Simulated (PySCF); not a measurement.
Question: Give a PBE0-D3(BJ)/def2-SVP geometry of InChI=1S/CH4Cl3NSi/c1-5-6(2,3)4/h5H,1H3.

Answer: 
```
atom  x, y, z in Å
Si1    0.5431    0.8905    0.8359
Cl2    0.4962    0.9101    2.8818
Cl3    2.4934    0.9205    0.1963
Cl4   -0.2998    2.6106    0.0982
N5    -0.2856   -0.4902    0.3236
C6    -0.5058   -0.8775   -1.0508
H7    -0.6337   -1.1249    1.0324
H8    -1.5792   -0.9640   -1.2886
H9    -0.0875   -0.1169   -1.7264
H10   -0.0165   -1.8349   -1.2979
```

Any rigid rotation of these coordinates is as good. Atoms count from 1 in this order. N5 (nitrogen bonded to C, Si and H) is planar (angles 125.6°, 117.9° and 116.4°, sum 360.0°, 0.01 Å off the plane of its three neighbours). Si1 (silicon bonded to 3 Cl and N) is distorted tetrahedral (angles from 105.4° to 112.5°).

Bonds between heavy atoms (Å): Si1–Cl2 2.047, Si1–Cl3 2.053, Si1–Cl4 2.053, Si1–N5 1.690, N5–C6 1.445.

Method: PySCF, PBE0-D3(BJ)/def2-SVP geometry optimisation, gas phase.

Point group: near Cs, missed by 0.10 Å at most; the miss may be what the optimiser left on a soft mode. Not checked by PBE0-D3(BJ)/def2-SVP frequencies.
